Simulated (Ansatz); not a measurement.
The cluster WSe₂⁻, relaxed as a doublet with UKS PBE-D4/def2-TZVPD in Ansatz, starting from the GFN2-xTB geometry. Force threshold 0.02 eV/Å.

In the def2 sets W takes a core potential; there is no spin–orbit coupling. The charge -1 doublet is spin-contaminated (final ⟨S²⟩ up to 1.45, 0.75 for a pure state). The relaxation made no stability test and no search for a lower SCF solution. At PBE-D4/def2-TZVPD a quartet of charge -1 lies 0.37 eV below the doublet, each at its own geometry. The structure comes from a short search, and lower isomers may exist.

Start:

```csv
atom,x (Å),y (Å),z (Å)
W1,0.273,0.604,-0.383
Se2,1.508,-0.315,1.342
Se3,-1.781,-0.289,-0.959
```

| step | energy (eV) | largest force component (eV/Å) | SCF passes |
| --- | --- | --- | --- |
| 1 | -132509.6618 | 0.469 | 46 |
| 2 | -132509.6892 | 0.209 | 29 |
| 3 | -132509.6920 | 0.058 | 24 |
| 4 | -132509.6924 | 0.004 | 23 |

Force components are those of the run's own axes.

End:

```xyz
3

W     0.2340    0.5182   -0.3287
Se    1.5936   -0.2726    1.3612
Se   -1.8276   -0.2456   -1.0325
```

By distances, no bond broke or formed. The bond that changes most is W1–Se3, from 2.31 to 2.31 Å (atoms count from 1).

No frequencies were taken in this run, so the end may be a saddle point.

Hardware: 4 threads of Arm Neoverse V1 on a shared host. Wall time 9.5 s.
